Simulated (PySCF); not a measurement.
# Gas-phase XPS of `C#Cc1cpcs1`, computed

Compound: C5H3PS.
Cartesian coordinates in Å at the GFN2-xTB level; atoms count from 1:
```
atom  x, y, z in Å
C1    -2.178   -0.166    1.828
C2    -1.256   -0.101    1.061
C3    -0.177   -0.032    0.168
C4    -0.076    0.836   -0.880
P5     1.369    0.756   -1.881
C6     2.035   -0.517   -0.958
S7     1.158   -1.122    0.381
H8    -2.988   -0.214    2.493
H9    -0.863    1.547   -1.082
H10    2.985   -0.983   -1.153
```

Theory: delta-SCF UKS SCAN, pcX-2 on the ionised atom, pcseg-1 elsewhere, spin-free X2C (PySCF 2.14.0). Each binding energy is the total energy of the core-ionised species, with the hole localised on one atom, minus that of the ground state; both are solved self-consistently, so orbital relaxation is included.

List the computed XPS lines with their assignment.

```
atom(s)                                                     bonded to    level  binding energy (eV)  2p1/2 (eV)  above the level's lowest (eV)  count
     C1                                         C (triple bond) and H     C 1s               290.10           –                           0.00      1
     C2                                         C (triple bond) and C     C 1s               290.86           –                          +0.76      1
     C3  S (aromatic in the SMILES), C (aromatic in the SMILES) and C     C 1s               291.70           –                          +1.60      1
     C4  C (aromatic in the SMILES), H and P (aromatic in the SMILES)     C 1s               290.21           –                          +0.11      1
     P5                                  2 C (aromatic in the SMILES)  P 2p3/2               136.07      136.96                           0.00      1
     P5                                  2 C (aromatic in the SMILES)     P 1s              2149.62           –                           0.00      1
     C6  S (aromatic in the SMILES), H and P (aromatic in the SMILES)     C 1s               290.60           –                          +0.50      1
     S7                                  2 C (aromatic in the SMILES)     S 1s              2478.19           –                           0.00      1
```

The listed C 1s values span 1.60 eV, from C1 (bonded to C (triple bond) and H) to C3 (bonded to S (aromatic in the SMILES), C (aromatic in the SMILES) and C). The widest gap between neighbouring values is 0.84 eV, between 290.86 and 291.70 eV. Summing the Pauling electronegativity differences to the bonded atoms, each weighted by its formal bond order, gives -0.35 for the lowest site and +0.05 for the highest; no listed site has a larger sum than the highest. The smallest sum, -0.89, belongs to C4, 0.11 eV above the lowest.

Which photon wavelength matches the C 1s of C1 threshold?

λ = hc/E = 12398.42 eV Å / 290.10 eV = 42.738 Å.

Not every level is listed. The unrestricted hole states depart most from a pure doublet (⟨S²⟩ = 0.75; over 0.85 named) for C 1s of C2 (0.88), which makes this value less certain. The 2p values add to the ΔSCF energy of one spin-free hole a correction within the shell (spin–orbit coupling, ligand field). 2p1/2 minus 2p3/2 (ligand field included): P 0.89 eV. Geometry: GFN2-xTB; no solvent, vibrations or thermal averaging.
